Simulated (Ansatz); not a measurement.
Molecular dynamics of BF2H2Si

Input file:

```yaml
crystal:
  periodic: [false, false, false]
  atoms:
    - { symbol: B, position_ang: [0.600922, 0.889864, 0.332778] }
    - { symbol: Si, position_ang: [-0.47518, -0.679286, -0.174081] }
    - { symbol: F, position_ang: [-2.009337, -0.42369, -0.58494] }
    - { symbol: F, position_ang: [-0.050551, -1.934088, -1.085207] }
    - { symbol: H, position_ang: [-0.001084, 1.750722, 0.983051] }
    - { symbol: H, position_ang: [1.729592, 0.698731, 0.304291] }
magnetization:
  spin_polarized: true
  initial_magnetization: 1
basis:
  gaussian: { orbitals: def2-SVP }
hamiltonian:
  xc: hf
md:
  timestep: 0.5
  n_steps: 100
  ensemble: nvt_langevin
  temperature: 700.0
  initial_velocities: maxwell_boltzmann
  seed: 532681
  friction: 0.005
```

Launched with:

```bash
$ ansatz run input.yaml --threads 1 --pin off --max-ram 2048MiB --backend cpu --events-out ev --progress --plain --runs-dir out
```

It goes on from the last frame of an earlier run, with new velocities.

Output, in part (one step line in 4, the closing report, with atoms numbered from 0):

```
md step     0: t =     0.00 fs  T =   583.3 K  F+E_penalty+E_count = -13971.03224184 eV  E_kin = 0.452410 eV  (45 SCF iters)
md step     4: t =     2.00 fs  T =   555.1 K  F+E_penalty+E_count = -13971.01512100 eV  E_kin = 0.430497 eV  (37 SCF iters)
md step     8: t =     4.00 fs  T =   579.9 K  F+E_penalty+E_count = -13971.00388948 eV  E_kin = 0.449713 eV  (36 SCF iters)
md step    12: t =     6.00 fs  T =   466.2 K  F+E_penalty+E_count = -13970.91372794 eV  E_kin = 0.361595 eV  (39 SCF iters)
md step    16: t =     8.00 fs  T =   380.4 K  F+E_penalty+E_count = -13970.88797004 eV  E_kin = 0.294991 eV  (37 SCF iters)
md step    20: t =    10.00 fs  T =   399.2 K  F+E_penalty+E_count = -13970.90044211 eV  E_kin = 0.309585 eV  (37 SCF iters)
md step    24: t =    12.00 fs  T =   387.2 K  F+E_penalty+E_count = -13970.87600363 eV  E_kin = 0.300333 eV  (51 SCF iters)
md step    28: t =    14.00 fs  T =   469.2 K  F+E_penalty+E_count = -13970.90966941 eV  E_kin = 0.363880 eV  (35 SCF iters)
md step    32: t =    16.00 fs  T =   567.5 K  F+E_penalty+E_count = -13970.98741913 eV  E_kin = 0.440146 eV  (37 SCF iters)
md step    36: t =    18.00 fs  T =   534.5 K  F+E_penalty+E_count = -13970.94268485 eV  E_kin = 0.414532 eV  (39 SCF iters)
md step    40: t =    20.00 fs  T =   566.3 K  F+E_penalty+E_count = -13970.95663384 eV  E_kin = 0.439223 eV  (37 SCF iters)
md step    44: t =    22.00 fs  T =   597.0 K  F+E_penalty+E_count = -13970.96764766 eV  E_kin = 0.463028 eV  (36 SCF iters)
md step    48: t =    24.00 fs  T =   419.3 K  F+E_penalty+E_count = -13970.85138731 eV  E_kin = 0.325221 eV  (37 SCF iters)
md step    52: t =    26.00 fs  T =   462.6 K  F+E_penalty+E_count = -13970.89470766 eV  E_kin = 0.358779 eV  (48 SCF iters)
md step    56: t =    28.00 fs  T =   530.9 K  F+E_penalty+E_count = -13970.94364459 eV  E_kin = 0.411711 eV  (35 SCF iters)
md step    60: t =    30.00 fs  T =   433.8 K  F+E_penalty+E_count = -13970.86869367 eV  E_kin = 0.336464 eV  (37 SCF iters)
md step    64: t =    32.00 fs  T =   601.8 K  F+E_penalty+E_count = -13970.98419156 eV  E_kin = 0.466741 eV  (35 SCF iters)
md step    68: t =    34.00 fs  T =   713.9 K  F+E_penalty+E_count = -13970.99546203 eV  E_kin = 0.553690 eV  (43 SCF iters)
md step    72: t =    36.00 fs  T =   480.8 K  F+E_penalty+E_count = -13970.84836651 eV  E_kin = 0.372925 eV  (37 SCF iters)
md step    76: t =    38.00 fs  T =   571.3 K  F+E_penalty+E_count = -13970.94919851 eV  E_kin = 0.443105 eV  (38 SCF iters)
md step    80: t =    40.00 fs  T =   588.0 K  F+E_penalty+E_count = -13970.96920503 eV  E_kin = 0.456016 eV  (44 SCF iters)
md step    84: t =    42.00 fs  T =   414.4 K  F+E_penalty+E_count = -13970.83251819 eV  E_kin = 0.321372 eV  (38 SCF iters)
md step    88: t =    44.00 fs  T =   605.3 K  F+E_penalty+E_count = -13970.95092992 eV  E_kin = 0.469425 eV  (46 SCF iters)
md step    92: t =    46.00 fs  T =   593.7 K  F+E_penalty+E_count = -13970.97414888 eV  E_kin = 0.460488 eV  (46 SCF iters)
md step    96: t =    48.00 fs  T =   539.2 K  F+E_penalty+E_count = -13970.88337067 eV  E_kin = 0.418164 eV  (36 SCF iters)
md step   100: t =    50.00 fs  T =   603.5 K  F+E_penalty+E_count = -13970.99992589 eV  E_kin = 0.468059 eV  (51 SCF iters)
Total energy: -13970.99992589 eV, -513.4247773926 hartree
Atom 0 at     0.869854     0.466914     0.286754 Å, force    -1.334252     1.555926    -0.930587 eV/Å
Atom 1 at    -0.575454    -0.763717    -0.089170 Å, force     1.339331    -1.007217     0.708379 eV/Å
Atom 2 at    -1.962602    -0.201424    -0.564136 Å, force    -0.942341     0.206271    -0.613129 eV/Å
Atom 3 at    -0.264572    -2.140234    -0.867643 Å, force    -0.403927     0.381641     0.074016 eV/Å
Atom 4 at     0.467627     1.624798     0.321079 Å, force     0.250645    -0.589529     0.354349 eV/Å
Atom 5 at     1.984431     0.229417     0.439617 Å, force     1.090544    -0.547091     0.406972 eV/Å
Dipole moment:     0.125622     0.103314     0.174701 e Å
```

The run went to its last step. The mean temperature of the second half is 22 % below the set value. A run of 0.05 ps of so small a system gives no equilibrium averages.

The same pairs are bonded in the first frame and the last. Pairs count as bonded within 1.25 times the sum of covalent radii (0.12 Å more for H–H).

Last frame:

```xyz
6
Properties=species:S:1:pos:R:3
B 0.870 0.467 0.287
Si -0.576 -0.764 -0.089
F -1.963 -0.201 -0.564
F -0.265 -2.140 -0.868
H 0.468 1.625 0.321
H 1.984 0.229 0.440
```

Time of the run: 87 s on 1 thread of Arm Neoverse V1, with other jobs on the host, peak memory 0.13 GiB.
